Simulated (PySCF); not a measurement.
## Kr⁺: excitation energy

Kr⁺ [Ar] 3d10 4s2 4p5 (2P) → Kr⁺ [Ar] 3d10 4s2 4p4 5s1 (4P), as a difference of total energies. All numbers are calculated (PySCF 2.14, the spin-free X2C one-electron Hamiltonian (Gaussian nucleus), in aug-cc-pVTZ-DK (7s6p4d2f, 59 functions)). Correlated levels: valence: [Ar] 3d10 frozen. The calculations carry no spin-orbit coupling.

```tsv
method	excitation energy (eV)
UHF	13.413
MP2 (valence)	13.807
SCS-MP2 (valence)	13.935
CCSD (valence)	13.805
CCSD(T) (valence)	13.801
```

How much does correlation contribute at CCSD(T) (valence)?

13.801 − (13.413) = 0.388 eV, measured against UHF.

Errors of the correlated levels include the incompleteness of this basis and the frozen core.

For comparison: 13.959 eV (measured; NIST levels, between the centres of gravity of the two terms).
